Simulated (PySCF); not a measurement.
# Fractional electron number in Sm⁺ (samarium, charge +1)

The 6s alpha orbital of [Xe] 4f6 6s1 is emptied in steps (occupation f), with all orbitals relaxed, ending at [Xe] 4f6. All numbers are calculated (PySCF 2.14, scalar relativity through the core potential, in def2-TZVP with the def2 core potential (28 electrons)). The exact energy is a straight line in f; departures are measured from the line between the end points of the same method.

```csv
f,BHandHLYP (eV)
1,0.000
0.75,-0.247
0.5,-0.331
0.25,-0.250
0,0.000
```

Problem. For BHandHLYP, how does the orbital energy at f = 1 compare with the removal energy?

Solution. −ε = 9.743 eV against a total-energy difference of 11.059 eV. By Janak's theorem ε = ∂E/∂f, so the gap between them reflects the curvature. Along the path −ε is 10.397 (f = 0.75), 11.054 (f = 0.5), 11.716 (f = 0.25) eV.

Reference removal energy between the ground levels: 11.078 ± 0.02 eV (semi-empirical (NIST evaluation); NIST Atomic Spectra Database, ionization energies). The calculation has no spin-orbit coupling.
